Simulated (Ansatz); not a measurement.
Reaction (ligand exchange at the In–C bond): `[CH3][In]([CH3])[I]` + HCl → `[CH3][In]([Cl])[I]` + CH₄

Isolated molecules relaxed with PBE0-D4/def2-TZVP in Ansatz; ΔE leaves out vibrations. CCSD(T)/CBS adds triple-zeta CCSD(T) − MP2 to the extrapolated MP2 energy (def2 sets, frozen cores). This one scheme is used for every species. DFT in def2-TZVPP. HSE06 is defined as in plane-wave codes. def2 core potentials past Kr. For I, In outer-core shells are correlated without core-valence functions, which leaves a few kJ/mol of doubt a bond.

`[CH3][In]([CH3])[I]`:

Z-matrix (Å, degrees):
```
C
In 1 2.139
H 1 1.090 2 111.7
H 1 1.090 2 109.0 3 121.6
H 1 1.092 2 108.7 3 -120.5
C 2 2.139 1 136.7 3 15.7
I 2 2.705 1 111.7 3 -165.1
H 6 1.090 2 111.7 1 -14.0
H 6 1.092 2 108.6 1 106.6
H 6 1.090 2 108.9 1 -135.6
```

HCl:

Cartesian coordinates in Å:
```
Cl 0.350 -0.064 0.531
H -0.350 0.064 -0.531
```

`[CH3][In]([Cl])[I]`:

Cartesian coordinates in Å:
```
C -0.962 -0.639 -0.066
In 0.807 0.536 0.101
Cl 1.687 1.114 2.180
I 2.238 1.494 -1.914
H -1.711 -0.074 -0.619
H -0.729 -1.553 -0.612
H -1.330 -0.878 0.931
```

CH₄:

```xyz
5

C     0.000    0.000    0.000
H     0.911    0.061    0.595
H    -0.861   -0.091    0.662
H     0.050   -0.871   -0.652
H    -0.100    0.901   -0.605
```

```json
{"level": "LDA (SPW92)", "ΔE (kcal/mol)": "-31.6", "difference from CCSD(T)/CBS": "2.2"}
{"level": "PBE-D4", "ΔE (kcal/mol)": "-33.6", "difference from CCSD(T)/CBS": "0.2"}
{"level": "B97M-V", "ΔE (kcal/mol)": "-37.3", "difference from CCSD(T)/CBS": "-3.5"}
{"level": "r2SCAN0-D4", "ΔE (kcal/mol)": "-35.6", "difference from CCSD(T)/CBS": "-1.8"}
{"level": "HSE06-D4", "ΔE (kcal/mol)": "-34.4", "difference from CCSD(T)/CBS": "-0.6"}
{"level": "BHLYP-D4", "ΔE (kcal/mol)": "-36.9", "difference from CCSD(T)/CBS": "-3.1"}
{"level": "CAM-B3LYP-D4", "ΔE (kcal/mol)": "-35.0", "difference from CCSD(T)/CBS": "-1.2"}
{"level": "ωB97M-V", "ΔE (kcal/mol)": "-34.2", "difference from CCSD(T)/CBS": "-0.4"}
{"level": "PBE-QIDH", "ΔE (kcal/mol)": "-34.4", "difference from CCSD(T)/CBS": "-0.6"}
{"level": "BLYP", "ΔE (kcal/mol)": "-35.2", "difference from CCSD(T)/CBS": "-1.4"}
{"level": "r2SCAN", "ΔE (kcal/mol)": "-35.6", "difference from CCSD(T)/CBS": "-1.8"}
{"level": "r2SCAN0", "ΔE (kcal/mol)": "-35.7", "difference from CCSD(T)/CBS": "-1.9"}
{"level": "CAM-B3LYP", "ΔE (kcal/mol)": "-35.1", "difference from CCSD(T)/CBS": "-1.3"}
{"level": "HF/def2-TZVPP", "ΔE (kcal/mol)": "-39.6", "difference from CCSD(T)/CBS": "-5.8"}
{"level": "MP2/def2-TZVPP", "ΔE (kcal/mol)": "-32.8", "difference from CCSD(T)/CBS": "1.0"}
{"level": "HF/def2-QZVPP", "ΔE (kcal/mol)": "-39.6", "difference from CCSD(T)/CBS": "-5.8"}
{"level": "CCSD(T)/CBS", "ΔE (kcal/mol)": "-33.8", "difference from CCSD(T)/CBS": "0"}
```

Largest T1 diagnostic among the species: 0.011.

Leaving LDA and LC-ωPBE aside and taking each functional with its dispersion term where it has one, the values spread over 3.7 kcal/mol, from B97M-V to PBE-D4. LDA lies +2.1 kcal/mol from PBE without D4. At CCSD(T), def2-SVP lies −2.7 kcal/mol from the extrapolated value and def2-TZVPP +1.1 kcal/mol.

CCSD(T)/CBS has its own doubt, a few kJ/mol and more with outer-core shells, so smaller differences from it don't rank the levels.
